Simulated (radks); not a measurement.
Q: Isoelectronic series with 2 electrons, each ion in its NIST ground configuration. All-electron calculation, scalar-relativistic Kohn-Sham, PBE, spin-polarised, spherical densities, finite nucleus; Fermi nuclear charge, rms radius of each element as measured or else 0.836 A^(1/3) + 0.57 fm. Program: a radial shooting solver on a logarithmic mesh with Libxc functionals. Total energies (hartree) and mean radii <r> (bohr):

ion,configuration,E (hartree),1s
He,[He],-2.89307,0.9458
Li+,[He],-7.25756,0.5789
Be2+,[He],-13.62232,0.4174
B3+,[He],-21.98899,0.3264
C4+,[He],-32.35915,0.2680
N5+,[He],-44.73458,0.2273
O6+,[He],-59.11735,0.1973
F7+,[He],-75.50982,0.1743
Mg10+,[He],-136.77395,0.1291
Al11+,[He],-161.23537,0.1188

Estimate the row of Ne8+ ([He]).

A: E (hartree) -93.91468; 1s 0.1561.
